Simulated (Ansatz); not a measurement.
`[F][GeH2][NH][GeH3]` + `[CH3][GeH]([F])[Cl]` → `[F][GeH]([Cl])[GeH3]` + `C[NH][GeH2][F]` at 400 K and 1 bar (redistribution).

Calculated with Ansatz (gas phase, PBE0-D4/def2-TZVP geometries, no zero-point term in ΔE). CCSD(T)/CBS adds triple-zeta CCSD(T) − MP2 to the extrapolated MP2 energy (def2 sets, frozen cores). For Ge outer-core shells are correlated without core-valence functions, which leaves a few kJ/mol of doubt a bond. Scalar relativity is left out up to krypton. One conformer a species, not always the lowest.

```json
{"species": "`[F][GeH2][NH][GeH3]`", "CCSD(T)/CBS energy (Eh)": "-4310.37685", "H − E (kJ/mol)": "186.0", "S (J/(mol·K))": "404.5"}
{"species": "`[CH3][GeH]([F])[Cl]`", "CCSD(T)/CBS energy (Eh)": "-2676.23424", "H − E (kJ/mol)": "156.0", "S (J/(mol·K))": "364.5"}
{"species": "`[F][GeH]([Cl])[GeH3]`", "CCSD(T)/CBS energy (Eh)": "-4714.27861", "H − E (kJ/mol)": "126.0", "S (J/(mol·K))": "406.8"}
{"species": "`C[NH][GeH2][F]`", "CCSD(T)/CBS energy (Eh)": "-2272.30685", "H − E (kJ/mol)": "220.5", "S (J/(mol·K))": "362.1"}
```

H − E and S are ideal-gas, rigid-rotor, harmonic terms from PBE0-D4/def2-TZVP, for one conformer and one mirror image of each species. 1 Eh = 2625.50 kJ/mol, R = 8.31446 J/(mol·K).

By hand: ΔE, ΔH, ΔS and ΔG.

ΔE = (-4714.27861) + (-2272.30685) − (-4310.37685) − (-2676.23424) = 0.02563 Eh = 67.3 kJ/mol. Δ(H − E) = 126.0 + 220.5 − 186.0 − 156.0 = 4.5, so ΔH = 71.8 kJ/mol. ΔS = 406.8 + 362.1 − 404.5 − 364.5 = -0.1 J/(mol·K). ΔG = 71.8 − 400 × (-0.1)/1000 = 71.8 kJ/mol.

By hand: the equilibrium constant, and the temperature at which ΔG would vanish if ΔH and ΔS stayed fixed.

log₁₀ K = −ΔG/(RT ln 10) = -9.4. ΔH and −TΔS have one sign here, so there is no such temperature. One of them is within its doubt of zero, so this could turn.

The number of gas molecules stays the same, so ΔS is small and ΔH decides. A doubt of 5 kJ/mol in ΔE shifts log₁₀ K by 0.7 here. Other conformers and mirror images would add mixing entropy, several J/(mol·K) or more a flexible species. Modes under 60 cm⁻¹, often nearly free rotors, make the harmonic entropy too high. These are equilibria of isolated gas molecules and say nothing of rates. Largest T1 diagnostic: 0.012 (customary marks: 0.02 for closed shells, 0.045 for open ones).
